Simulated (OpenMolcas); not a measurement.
**Bi⁺: effect of the level shift or regulariser**

| Quantity | Value |
| --- | --- |
| Program | OpenMolcas |
| Basis | ANO-RCC-VTZP [8s7p5d3f2g] |
| Scalar Hamiltonian | DKH2, point nucleus |
| Active space | 4 electrons in 4 orbitals (6s 6p) |
| State averaging | 2S+1 = 3 even, 3 roots; 2S+1 = 1 even, 6 roots; 2S+1 = 5 odd, 1 root; 2S+1 = 3 odd, 9 roots; 2S+1 = 1 odd, 8 roots |
| Spin-orbit coupling | RASSI with atomic mean-field integrals over the reference wave functions, term energies averaged over their components |

Methods on the same reference wave functions:
A. CASSCF
B. SS-CASPT2, IPEA 0.25 Eh, imaginary shift 0.1 Eh (closed shells correlated: 5d)
C. SS-CASPT2, IPEA 0.25 Eh, real shift 0.2 Eh (closed shells correlated: 5d)

Energies in cm⁻¹ above 6s² 6p² ³P₀, the measured ground level; measured values from NIST Handbook of Basic Atomic Spectroscopic Data.

| Level | A | B | C | Measured |
| --- | --- | --- | --- | --- |
| 6s² 6p² ³P₀ | 0.0 | 0.0 | 0.0 | 0.0 |
| 6s² 6p² ³P₁ | 11234 | 11280 | 11270 | 13325 |
| 6s² 6p² ³P₂ [55 %] | 16001 | 15080 | 15090 | 17032 |
| 6s² 6p² ¹D₂ [55 %] | 31004 | 29630 | 29650 | 33939 |
| 6s² 6p² ¹S₀ | 41206 | 40990 | 41030 | 44174 |
| 6s 6p³ ⁵S°₂ | 65550 | 75350 | 75450 | 76149 |
| 6s 6p³ ³D°₁ | 93600 | 88550 | 89740 |  |
| 6s 6p³ ³D°₂ [75 %] | 94244 | 90730 | 91840 |  |
| 6s 6p³ ³D°₃ | 99016 | 94210 | 95550 | 96062 |
| 6s 6p³ ³P°₀ | 108180 | 105700 | 106380 |  |
| 6s 6p³ ³P°₁ [69 %] | 110293 | 106550 | 107280 |  |
| 6s 6p³ ³S°₁ [54 %] | 129520 | 116110 | 116590 |  |

Deviations, from unrounded energies. A percentage is the sum of absolute deviations over the sum of measured energies, with the sign that they share, or ± where signs differ.

```tsv
Against measurement	Levels	A	B	C
mean absolute deviation (cm-1)	6	3800	2400	2100
fine structure of the ground term (%)	2	-10.3	-13.2	-13.2
other terms of the ground configuration (%)	2	-7.6	-9.6	-9.5
other configurations (%)	2	±7.9	-1.5	-0.7
```

C lies closest to measurement on these levels and A furthest from it. The largest miss of C in the table is 6s² 6p² ¹D₂ [55 %], by -4300 cm-1. The ranking rests on the paired levels alone, and a cruder setting can come out closer through cancelling errors.

Between B and C the level of the table that moves most is 6s 6p³ ³D°₃, by 1300 cm-1 (lowest in B, highest in C). Moves below CASPT2's spread within the term are not significant.

The mean deviations of B to C differ by less than CASPT2's widest spread within a term (870 cm-1), so their order carries little weight.

From A to B the spin-free energies of the other terms of 6s² 6p² shown, above ³P, scale by factors of 0.74 to 0.98.

The lowest spin-free term lies below A's lowest term by 0.457 hartree in B, 0.456 hartree in C.

CASPT2 does not keep the components of a term degenerate, so their means are used; among the terms shown or strongly mixed into the levels shown the widest spread is 870 cm-1 (6s 6p³ ³D°, B). Over all roots computed the reference weight is 0.82 to 0.93 in B, 0.87 to 0.94 in C; the roots of lowest weight are the least certain, and an intruder state may touch them. Terms of s pⁿ other than that of highest spin mix with s² pⁿ⁻² d, which this space lacks; all of them can be thousands of cm-1 off, and some have no real level of that name. Spin-orbit splittings of 6p shells tend to come out small when the coupling is added on scalar orbitals. Measured partners are found by configuration, term and J. A level has none where our copy of the source lacks it or the pairing is in doubt (some pairs that miss far off the trend of their configuration count as doubtful), and it then counts in no deviation. Where the source uses jj or jK labels, the order within each J decides. Only configurations of the active space appear. Levels that lie high or do not pair safely by name in every column are left out.

A share in square brackets marks a mixed level and gives the weight of the term that names it, the lowest over the columns. ° marks odd parity.
